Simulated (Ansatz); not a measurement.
Calibrating B2PLYP/def2-TZVPP on molecular compounds of Ge

The vertical ionisation energy (cation less neutral) in eV of 7 molecular compounds of Ge: x at B2PLYP/def2-TZVPP, y at CCSD(T)/def2-TZVPP. Shapes, held fixed at every level: PBE0-D4/def2-TZVP. Flexible molecules stand in one conformer, not always the lowest. Programs: Ansatz 0.2.0.

| molecule | x (eV) | y (eV) |
| --- | --- | --- |
| C3H8GeO (SMILES C[CH2][Ge][O]C) | 8.23 | 8.34 |
| C2H6GeS2 (SMILES C[S][Ge][S]C) | 8.70 | 8.83 |
| GeH(NH2) | 8.96 | 8.98 |
| GeH(SH) | 9.37 | 9.38 |
| GeSi2H6O2 (SMILES [SiH3][O][Ge][O][SiH3]) | 10.02 | 10.12 |
| Ge(OH)Cl | 10.42 | ? |
| GeClF (SMILES [F][Ge][Cl]) | 10.83 | 10.83 |

**Question.** Fit y = c + s·x to the known rows and predict y for Ge(OH)Cl.

**Answer.** 
1. Means of the 6 rows: x = 9.3517, y = 9.413.
2. Σ(Δx)² = 4.4687, Σ(Δx·Δy) = 4.3198, so the slope is 4.3198/4.4687 = 0.96668.
3. Intercept: 9.413 − (0.96668) × 9.3517 = 0.373. The largest residual of the fit is 0.061.
4. Ge(OH)Cl: 0.373 + 0.96668 × 10.42 = 10.45 eV.

CCSD(T)/def2-TZVPP gives 10.43 eV, so the prediction is off by +0.02 eV, within the largest residual. Uncorrected, B2PLYP/def2-TZVPP misses Ge(OH)Cl by -0.01 eV, and the other rows by 0.06 on average. The line makes this one worse. Left out in turn, the other rows are missed by 0.06 eV on average, hardly better than no correction. Cations run unrestricted. Relativity is left out for Ge. Outer-core shells of Ge are correlated, in sets that cover them unevenly.
